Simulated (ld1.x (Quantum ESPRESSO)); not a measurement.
silicon: variants of one TM semilocal potential

Base potential:

```
Element                 : silicon (Si)
Generator               : ld1.x (Quantum ESPRESSO) 7.5
Type                    : norm-conserving Troullier–Martins (semilocal form)
Functional              : LDA (PZ)
Relativity              : scalar-relativistic
Frozen core             : [Ne]
Valence charge          : 4
Reference configuration : 3s2 3p0 (charge +2)
Partial waves           : 3s (bound): rc 1.35 bohr; 3d channel at 0.25 Ry: rc 1.65 bohr; 3p (bound, empty): rc 1.65 bohr
Local potential         : the p channel
Core correction         : none
```

Cutoffs, loose and tight: the cutoffs (Ry, on a coarse ladder) from which the occupation-weighted sum of valence levels, in a spherical-Bessel basis at the reference potential, stays within 10 and 1 mRy of its value at 400 Ry. They do not see the model core or the augmentation charge, which bear on the density cutoff. Test errors are all-electron minus pseudo excitation energies from the reference, over the configurations 3s2 3p2; 3s2 3p1; 3s1 3p0; 3s0 3p4; 3s2 3p2.3; 3s2 3p1.5; 3s1 3p2 (two spin-polarised tests are not counted in the largest error). A dash means not determined; rows that change the core or the reference have their own tests.

A semilocal file is local in each channel, so a ghost entry of none says nothing of the separable form that plane-wave codes build from it.

| change | outcome | cutoff, loose | cutoff, tight | bound ghosts | largest test error (meV) |
| --- | --- | --- | --- | --- | --- |
| base | generated | 35 Ry | 80 Ry | none | +96 |
| all radii scaled by about 0.75 (s 1.00, p 1.24, d 1.24 bohr) | generated | 200 Ry | over 300 Ry | none | +268 |
| all radii scaled by about 0.86 (s 1.16, p 1.42, d 1.42 bohr) | generated | 60 Ry | 230 Ry | none | +111 |
| all radii scaled by about 0.92 (s 1.24, p 1.52, d 1.52 bohr) | generated | 50 Ry | 140 Ry | none | +96 |
| all radii scaled by about 1.09 (s 1.46, p 1.80, d 1.80 bohr) | generated | 30 Ry | 50 Ry | none | +98 |
| all radii scaled by about 1.17 (s 1.58, p 1.92, d 1.92 bohr) | generated | 18 Ry | 40 Ry | none | +98 |
| all radii scaled by about 1.21 (s 1.64, p 2.00, d 2.00 bohr) | generated | 18 Ry | 40 Ry | none | +98 |
| all radii scaled by about 1.32 (s 1.78, p 2.18, d 2.18 bohr) | generated | 18 Ry | 40 Ry | none | +98 |
| all radii scaled by about 1.38 (s 1.86, p 2.28, d 2.28 bohr) | generated | 18 Ry | 40 Ry | none | +97 |

Reading the sweep of the scale of all radii (base = 1) (base included, trends over the rows without a ghost): The loose cutoff falls from 200 Ry at 0.75 to 18 Ry at 1.38. A larger radius leaves more room for a smooth pseudo-wave, so fewer plane waves are needed; a smaller one forces it to follow the all-electron wave where it bends sharply. The median size of the test errors (rows with all tests solved) is not monotonic: lowest 34.4 meV at 1.21, highest 131.9 meV at 0.75.
